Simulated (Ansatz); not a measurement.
The same molecule with X = O, S, Te. Ansatz, PBE0-D4/def2-TZVP geometries, multiplicity 1. Each molecule was computed in one conformer, which needn't be the lowest.

Elements past krypton have def2 core potentials.

```json
{"X": "O", "molecule": "`OC[SiH2]F`", "mean X–C bond length / Å": "1.422", "mean X–H bond length / Å": "0.961", "size of the dipole moment (ωB97M-V/def2-TZVPP) / D": "1.23", "LUMO energy (ωB97M-V/def2-TZVPP) / eV": "1.67", "HOMO energy (PBE0/def2-TZVPP) / eV": "-7.74"}
{"X": "Te", "molecule": "`F[SiH2]C[TeH]`", "mean X–C bond length / Å": "2.152", "mean X–H bond length / Å": "1.657", "size of the dipole moment (ωB97M-V/def2-TZVPP) / D": "1.66", "LUMO energy (ωB97M-V/def2-TZVPP) / eV": "0.88", "HOMO energy (PBE0/def2-TZVPP) / eV": "-6.30"}
```

Question: Give the row for X = S, `F[SiH2]CS`. (Estimate.)

Answer: Computed: 
```json
{"X": "S", "molecule": "`F[SiH2]CS`", "mean X–C bond length / Å": "1.814", "mean X–H bond length / Å": "1.343", "size of the dipole moment (ωB97M-V/def2-TZVPP) / D": "1.58", "LUMO energy (ωB97M-V/def2-TZVPP) / eV": "1.75", "HOMO energy (PBE0/def2-TZVPP) / eV": "-6.97"}
```

From O to Te the mean X–C bond length rises at each step, by 0.730 Å in all; the mean X–H bond length rises at each step, by 0.696 Å in all; the LUMO energy (ωB97M-V/def2-TZVPP) isn't monotonic: highest at S, lowest at Te; the HOMO energy (PBE0/def2-TZVPP) rises at each step, by 1.44 eV in all. Bonds lengthen as the atom grows down the group. Dipoles are sizes alone, and their direction can turn along the series.

Spin–orbit coupling is left out; it splits and shifts lone-pair levels of the heavy atoms by tenths of an eV.
